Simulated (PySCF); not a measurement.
# Deuteron quadrupole couplings in `C=C(C)[SiH2]Oc1ccccc1`

Compound: C₉H₁₂OSi.
Atom-mapped SMILES: `[CH2:1]=[C:2]([CH3:3])[SiH2:4][O:5][c:6]1[cH:7][cH:8][cH:9][cH:10][cH:11]1` (hydrogens: H12, H13 on C1; H14, H15, H16 on C3; H17, H18 on Si4; H19 on C7; H20 on C8; H21 on C9; H22 on C10; H23 on C11)

Cartesian coordinates in Å at the PBE0-D3(BJ)/def2-SVP level; atoms count from 1:
```xyz
23
C9H12OSi angstrom
C      2.8454    0.2203    0.6174
C      2.6352    0.1732   -0.7048
C      3.7507    0.1910   -1.7107
Si     0.8850    0.0850   -1.3462
O     -0.1059    0.0198    0.0096
C     -1.4508   -0.0807    0.0902
C     -2.2743   -0.1287   -1.0402
C     -3.6560   -0.2351   -0.8896
C     -4.2290   -0.2936    0.3787
C     -3.4036   -0.2445    1.5034
C     -2.0238   -0.1389    1.3653
H      3.8597    0.2754    1.0319
H      2.0146    0.2053    1.3287
H      4.7343    0.2622   -1.2218
H      3.7450   -0.7210   -2.3315
H      3.6548    1.0430   -2.4051
H      0.5422    1.2847   -2.1718
H      0.6748   -1.1286   -2.1955
H     -1.8360   -0.0830   -2.0408
H     -4.2888   -0.2721   -1.7797
H     -5.3119   -0.3770    0.4915
H     -3.8402   -0.2898    2.5042
H     -1.3646   -0.1006    2.2345
```

Level: PBE0/pcSseg-1 (PySCF, non-relativistic); Q(2H) = 0.00286 b; rigid geometry, the same for H and D, with no vibrational averaging.

Question: Rank these positions by the coupling χzz of a deuteron there, largest first.
A. H14 (methyl hydrogen)
B. H12 (vinylic hydrogen)
C. H21 (aromatic hydrogen)
D. H18 (Si–H hydrogen)

Answer: C (206 kHz), B (201 kHz), A (196 kHz), D (91 kHz).

Question: Tabulate Vzz, the asymmetry η and χzz = 234.96 MHz × Q × Vzz for every hydrogen position.

Answer: 
| atom | bonded to | bond length (Å) | Vzz (au) | η | χzz (kHz) |
| --- | --- | --- | --- | --- | --- |
| H12 | C1 | 1.097 | 0.2995 | 0.05 | 201 |
| H13 | C1 | 1.094 | 0.2996 | 0.04 | 201 |
| H14 | C3 | 1.101 | 0.2910 | 0.04 | 196 |
| H15 | C3 | 1.103 | 0.2867 | 0.03 | 193 |
| H16 | C3 | 1.103 | 0.2865 | 0.03 | 193 |
| H17 | Si4 | 1.496 | 0.1357 | 0.05 | 91 |
| H18 | Si4 | 1.496 | 0.1356 | 0.05 | 91 |
| H19 | C7 | 1.093 | 0.3034 | 0.12 | 204 |
| H20 | C8 | 1.093 | 0.3039 | 0.06 | 204 |
| H21 | C9 | 1.092 | 0.3068 | 0.08 | 206 |
| H22 | C10 | 1.093 | 0.3039 | 0.06 | 204 |
| H23 | C11 | 1.092 | 0.3069 | 0.07 | 206 |

Question: Average by the element that carries the hydrogen.

Answer: on C: 201 kHz over 10 positions, mean bond length 1.096 Å; on Si: 91 kHz over 2 positions, mean bond length 1.496 Å.

Question: How does χzz go with the bond length over the 10 C–H bonds?

Answer: A straight-line fit has a slope of -11.2 kHz for each 0.01 Å, with a correlation coefficient of -0.98, over lengths from 1.092 to 1.103 Å. The longer bonds have the smaller couplings here.

Question: A static deuteron (I = 1) shows a doublet split by (3/2)χ, (3/4)χ(1 + η) and (3/4)χ(1 − η) with the field along z, y and x of the gradient. What are these for H18?

Answer: With |χ| = 91.1 kHz and η = 0.046: 137, 72 and 65 kHz, to first order and without motion.

Isolated species at its PBE0-D3(BJ)/def2-SVP geometry (one conformer only). With so small a basis the couplings can be 20 % off.
